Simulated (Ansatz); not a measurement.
Molecule: sum formula H$_{6}$Si$_{2}$NO, net charge 0, doublet state. It need not be the lowest isomer of its formula. SMILES: N[SiH2]O[SiH2]
Structure (B3LYP-D3(BJ)/def2-TZVP (Ansatz, a quantum-chemistry and plane-wave program) minimum search):
```
O
Si 1 1.6389
Si 1 1.6486 2 145.51
N 3 1.7073 1 115.51 2 19.12
H 4 1.0068 3 122.35 1 -82.95
H 4 1.0069 5 111.94 3 -160.75
H 3 1.4753 1 105.74 2 138.86
H 3 1.4765 7 112.93 1 -117.03
H 2 1.4879 1 107.93 3 -171.22
H 2 1.4923 9 109.89 1 -120.18
```
Charge 0, spin multiplicity 2.

Wanted: atomisation energy (electronic, to ground-state atoms), in kcal/mol. Cores are frozen in the correlated levels unless marked. Open shells are spin-unrestricted. Spin-orbit coupling is left out. Non-relativistic. The coupled-cluster limit lacks core correlation, which all-electron functionals hold. CBS(X,Y): correlation extrapolated as X^-3; Hartree-Fock from the larger set.

```tsv
level	program	atomisation energy (kcal/mol)
HF/6-31G*	Ansatz	552.9
```

**Question.** Estimate the value at CCSD(T)/CBS(aug-cc-pV(T+d)Z,aug-cc-pV(Q+d)Z) as computed with Ansatz.

**Answer.** 802.8 kcal/mol, so HF/6-31G* differs from it by -249.9 kcal/mol.
